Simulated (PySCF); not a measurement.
B(F)(Br)(vinyl) (C2H3BBrF), SMILES FB(Br)C=C. Atoms are numbered in the order given.

```xyz
8

B      0.7026     0.5350     0.0000
F      2.0157     0.4052     0.0000
Br    -0.3265    -1.0901     0.0000
C      0.0543     1.9372     0.0000
C     -1.2687     2.1540     0.0000
H      0.7305     2.8014     0.0000
H     -1.6939     3.1628     0.0000
H     -1.9779     1.3191     0.0000
```
Charge 0, spin multiplicity 1.

The structure is a stationary point at PBE0-D3(BJ)/def2-SVP. The structure was generated by enumeration, and PubChem lists no compound with its InChIKey, so it may never have been made. Other conformers were not sampled.

These are TDDFT-PBE/def2-SVPD (PySCF) values and carry that method's errors.

Vertical excitations. Gas-phase values at a fixed geometry. State labels are in the subgroup Cs.

| state | symmetry | energy (eV) | λ (nm) | f | main pairs |
|---|---|---|---|---|---|
| S1 | A" | 4.35 | 285 | 0.000 | HOMO→LUMO 100 % |
| S2 | A' | 4.93 | 251 | 0.081 | HOMO−1→LUMO 75 %, HOMO−2→LUMO 23 % |
| S3 | A" | 5.40 | 230 | 0.000 | HOMO−3→LUMO 100 % |
| S4 | A' | 6.12 | 203 | 0.189 | HOMO−2→LUMO 68 %, HOMO−1→LUMO 21 % |
| S5 | A" | 6.85 | 181 | 0.000 | HOMO−4→LUMO 99 % |
| S6 | A" | 7.05 | 176 | 0.002 | HOMO−1→LUMO+1 100 % |
| S7 | A' | 7.09 | 175 | 0.083 | HOMO→LUMO+1 99 % |
| S8 | A" | 7.42 | 167 | 0.000 | HOMO→LUMO+2 100 % |
| S9 | A" | 7.68 | 161 | 0.002 | HOMO−5→LUMO 93 % |
| S10 | A" | 7.84 | 158 | 0.039 | HOMO−2→LUMO+1 82 % |
| T1 | A' | 3.71 | 335 | 0 | HOMO−1→LUMO 86 % |
| T2 | A" | 4.25 | 292 | 0 | HOMO→LUMO 100 % |
| T3 | A' | 4.69 | 264 | 0 | HOMO−2→LUMO 87 % |
| T4 | A" | 4.98 | 249 | 0 | HOMO−3→LUMO 99 % |
Triplets are in the Tamm–Dancoff approximation, which puts them higher than full response would, so one can lie above its singlet here.
